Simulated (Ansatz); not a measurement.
Reaction (ligand exchange at a Ti–O bond): `[OH][Ti]([OH])([OH])[OH]` + HCl → `[OH][Ti]([OH])([OH])[Cl]` + H₂O

Calculated with Ansatz (gas phase, PBE0-D4/def2-TZVP geometries, no zero-point term in ΔE). CBS: MP2 limit from def2 TZ/QZ plus the TZ coupled-cluster correction, frozen cores. This one scheme is used for every species. Functionals use def2-TZVPP. For Ti outer-core shells are correlated without core-valence functions, which leaves a few kJ/mol of doubt a bond. Scalar relativity is left out up to krypton. One conformer a species, not always the lowest.

```
         level  ΔE (kcal/mol)
     r2SCAN-D4           -9.3
        r2SCAN           -9.2
MP2/def2-TZVPP           -9.8
MP2/def2-QZVPP          -10.5
```

Question: What does CCSD(T)/CBS give? (An estimate is asked.)

Answer: Computed: -9.4 kcal/mol. The listed levels differ from it by 0.1, 0.2, -0.4, -1.1 kcal/mol.

Largest T1 diagnostic among the species: 0.024, so the coupled-cluster value is less sure than usual.

From BLYP to BHLYP (50 % exact exchange), in def2-TZVPP and without D4, ΔE moves by −1.0 kcal/mol. Leaving LDA and LC-ωPBE aside and taking each functional with its dispersion term where it has one, the values, not all of them listed here, spread over 2.5 kcal/mol, from PBE-QIDH to CAM-B3LYP-D4. At CCSD(T), def2-SVP lies +2.9 kcal/mol from the extrapolated value and def2-TZVPP +1.1 kcal/mol.
